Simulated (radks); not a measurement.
The numbers below are computed, except where a source is named.
Neutral zinc inside a hard spherical wall (all orbitals vanish at R), configuration held at [Ar] 3d10 4s2 and not refilled when levels cross. Level of theory: scalar-relativistic Kohn-Sham, PBEsol, spin-polarised, spherical densities, finite nucleus; Fermi nuclear charge, rms radius 3.9283 fm (a radial shooting solver on a logarithmic mesh with Libxc functionals). Eigenvalues in eV for spin up, with the zero of energy where the potential of the charges vanishes at infinity; a dash marks a level that is unbound or too diffuse for the functional's potential to be trusted. A positive occupied level is held by the wall or, in an anion where self-interaction has pushed it up, behind a barrier. The pressure on the wall is -dE/dV.

R (bohr)  E (hartree)  kinetic (hartree)    e(3s)    e(3p)    e(3d)   e(4s)  e(4p, empty)  e(5s, empty)  pressure (GPa)
free      -1794.59208           1822.957  -128.92  -83.256  -10.169  -5.998        -1.075             -               0
20        -1794.59208           1822.957  -128.92  -83.256  -10.169  -5.998        -1.075             -        < 0.0001
12        -1794.59207           1822.957  -128.92  -83.255  -10.168  -5.997        -1.047         0.760        0.000164
8         -1794.59071           1822.969  -128.83  -83.160  -10.074  -5.914        -0.698         3.502          0.0635
6         -1794.57516           1823.067  -128.26  -82.593   -9.520  -5.354         0.511         9.560            1.38
5         -1794.53208           1823.280  -127.28  -81.616   -8.575  -4.245         2.404        17.414            7.21
3.5       -1794.13412           1824.848  -122.31  -76.686   -3.821   2.768        12.334        52.665             128
3         -1793.60664           1826.718  -117.87  -72.321    0.467  10.249        21.907        83.255             412
2.5       -1792.27828           1831.193  -109.60  -64.215    8.738  26.631        41.649        141.43            1580
2         -1788.34132           1844.018  -92.740  -47.483   26.871  68.266        88.580        266.56            7990
1.5       -1773.22253           1890.893  -50.691   -3.969   75.804  198.86        224.75        590.85           61800
